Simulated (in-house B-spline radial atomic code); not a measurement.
Results of a calculation; reference values are marked as such.
## Se ion on In atom: potential, deflection and energy transfer

The pair potential comes from two frozen, spherical free-atom densities (PBE, B-spline radial code, scalar-relativistic past argon): electrostatics plus the change in Thomas-Fermi kinetic and Dirac exchange energy where they overlap, the recipe behind the universal ZBL potential, which averages such potentials (from solid-state densities) over many pairs. It is written V = (Z1 Z2 e²/r) φ(r/a), with e² = 14.3996 eV·Å and a = 0.46850 Å/(Z1^0.23 + Z2^0.23); ZBL's fit is φ = 0.18175 e^(−3.1998x) + 0.50986 e^(−0.94229x) + 0.28022 e^(−0.4029x) + 0.02817 e^(−0.20162x). Where φ falls below 4e-4 it is continued as an exponential.

Masses 78.97 and 114.82 u.

| x = r/a | φ, this pair | φ, ZBL |
| --- | --- | --- |
| 0.1 | 0.8882 | 0.8928 |
| 0.25 | 0.7638 | 0.7647 |
| 0.5 | 0.6131 | 0.6096 |
| 1 | 0.4201 | 0.4164 |
| 1.5 | 0.3019 | 0.2995 |
| 2 | 0.224 | 0.2218 |
| 3 | 0.1314 | 0.1292 |
| 4 | 0.08184 | 0.08026 |
| 5 | 0.05264 | 0.05224 |
| 6.5 | 0.02936 | 0.02914 |
| 8 | 0.01728 | 0.01705 |
| 10 | 0.008766 | 0.008778 |
| 12 | 0.004738 | 0.00474 |
| 14.5 | 0.002396 | 0.002328 |
| 17 | 0.001261 | 0.001212 |
| 20 | 0.000588 | 0.0005882 |

At x = 1 the electrostatic, kinetic and exchange parts are 70242.93, 31681.67 and -865.61 eV. Find r, V and φ.

a = 0.46850/(2.2503 + 2.4476) = 0.09972 Å, so r = 0.09972 Å. V = 70242.93 + 31681.67 + (-865.61) = 101058.99 eV. The bare repulsion is 34 × 49 × 14.3996/0.09972 = 240560 eV, so φ = 0.4201, +0.9 % against ZBL's 0.4164. The kinetic (Pauli) term is 31 % of V here.

The ion comes in at 40.6 keV with impact parameter 0.4986 Å. The scattering integral gives a centre-of-mass angle of 10.86° and a closest approach of 5.244 a. What are the reduced energy, the energy passed on and the laboratory angles?

ε = E a M2/(Z1 Z2 e² (M1 + M2)) = 40600 × 2.4630e-06 = 0.1. The most that one collision can pass on is γE with γ = 4 M1 M2/(M1 + M2)² = 0.9658. Here T = γE sin²(θ/2) = 0.9658 × 40600 × 0.008949 = 350.9 eV. The ion turns by arctan(sin θ/(cos θ + M1/M2)) = 6.4°, and the struck atom leaves at (180° − θ)/2 = 84.6°. The closest approach is 0.523 Å. With ZBL the angle would be 10.78° and T = 346.2 eV.
